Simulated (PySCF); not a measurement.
**Radial density of Co⁺ (cobalt, charge +1)**

UHF, [Ar] 3d7 4p1, one real determinant (an excited configuration). All numbers are calculated (PySCF 2.14, no relativity, point nucleus, in aug-cc-pVTZ (8s7p5d3f2g, 93 functions)).

| r (bohr) | 4πr²ρ (e/bohr) | 4πr²(ρα − ρβ) |
| --- | --- | --- |
| 0.000997 | 0.1581 | 0.0000 |
| 0.00168 | 0.4311 | 0.0000 |
| 0.00282 | 1.147 | 0.0000 |
| 0.00474 | 2.924 | 0.0000 |
| 0.00798 | 6.950 | 0.0000 |
| 0.0134 | 14.68 | 0.0001 |
| 0.0226 | 25.48 | 0.0005 |
| 0.0380 | 32.39 | 0.0024 |
| 0.0639 | 27.99 | 0.0110 |
| 0.107 | 27.24 | 0.0491 |
| 0.181 | 36.53 | 0.2400 |
| 0.304 | 21.31 | 1.0888 |
| 0.511 | 16.08 | 2.7301 |
| 0.860 | 15.68 | 2.7017 |
| 1.45 | 3.957 | 1.0363 |
| 2.43 | 0.6567 | 0.4190 |
| 4.09 | 0.2337 | 0.2290 |
| 6.88 | 0.01881 | 0.0188 |
| 11.6 | 1.522e-05 | 0.0000 |

⟨L²⟩ = 13.98 against 20 for a pure G term, so this real determinant mixes terms.
